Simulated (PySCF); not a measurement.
Molecule: `Cc1nn(C)cc1[NH3+]`, [C₅H₁₀N₃]+.

Cartesian coordinates in Å; atom numbers follow the order of the lines, from 1:
```xyz
18

C    -1.510    1.875    0.099
C    -0.478    0.804    0.029
N     0.818    1.069   -0.029
N     1.455   -0.097   -0.068
C     2.901   -0.115   -0.147
C     0.626   -1.154   -0.044
C    -0.643   -0.599    0.016
N    -1.908   -1.309    0.077
H    -1.037    2.841   -0.120
H    -1.961    1.946    1.102
H    -2.318    1.729   -0.636
H     3.225    0.388   -1.068
H     3.249   -1.154   -0.151
H     3.321    0.413    0.719
H     0.982   -2.182   -0.076
H    -1.908   -2.160   -0.500
H    -2.172   -1.587    1.035
H    -2.667   -0.710   -0.278
```

Total charge +1.

Geometry PBE0-D3(BJ)/def2-SVP throughout; GIAO in PySCF 2.14.0 with density-fitted response routines, gas phase, one conformer, non-relativistic; equivalent atoms averaged; functional PBE0.

Problem. How do the shifts δ (against TMS, NH3 at the same level) depend on the basis set? (a selection of nuclei; ppm; last column core-seconds on shared hosts with different chips, so compare them loosely)

Solution. 
```
    basis set  functions     C6     C7    C5    C1     N3     N4   H15  H16/H17/H18  H12/H13/H14  core-s
       STO-3G         50  110.2   97.7  42.7  18.1  255.8  127.5  6.97         6.04         3.86     5.9
     pcSseg-0         92  139.2  113.0  45.4  13.3  376.2  230.7  7.48         5.21         4.39      15
        6-31G         92  122.6  102.2  40.9  10.8  323.7  204.1  7.66         5.43         4.24      12
       6-31G*        132  119.2   97.2  39.8   9.9  306.4  202.7  7.38         5.42         3.94      18
      cc-pVDZ        162  123.7  101.8  40.4  10.2  329.5  223.1  7.53         5.65         3.88      33
     def2-SVP        162  122.6   99.5  39.2   9.3  330.7  219.7  7.35         5.67         3.80      30
     pcSseg-1        186  129.3  105.5  41.7  10.7  356.5  240.1  7.64         5.92         4.05      17
  aug-cc-pVDZ        274  123.1  100.4  40.7  10.5  327.3  221.7  7.74         6.10         4.05      78
6-311+G(2d,p)        276  126.9  105.1  40.8  10.0  343.9  232.9  7.71         5.91         3.93      54
    def2-TZVP        308  128.4  106.2  41.6  10.6  351.6  238.6  7.72         5.92         3.92      90
```

Problem. Which nucleus among those listed moves most, in ppm?

Solution. N3 (pyridine-type nitrogen of an azole): from 255.8 ppm with STO-3G to 376.2 ppm with pcSseg-0. The smallest spread is 0.59 ppm, at H12/H13/H14. Proton shifts span only some 12 ppm, so a few tenths of a ppm matter as much there as several ppm in carbon.

Problem. Taking the largest basis, def2-TZVP (308 functions), as the yardstick, rank the others by their worst heavy-atom deviation.

Solution. pcSseg-1 4.8 ppm (186 functions), 6-311+G(2d,p) 7.8 ppm (276 functions), def2-SVP 20.9 ppm (162 functions), cc-pVDZ 22.1 ppm (162 functions), aug-cc-pVDZ 24.3 ppm (274 functions), pcSseg-0 24.6 ppm (92 functions), 6-31G 34.5 ppm (92 functions), 6-31G* 45.2 ppm (132 functions), STO-3G 111.1 ppm (50 functions).

A small basis that lands close on one nucleus may do so by chance; judge by the trend and by all nuclei.
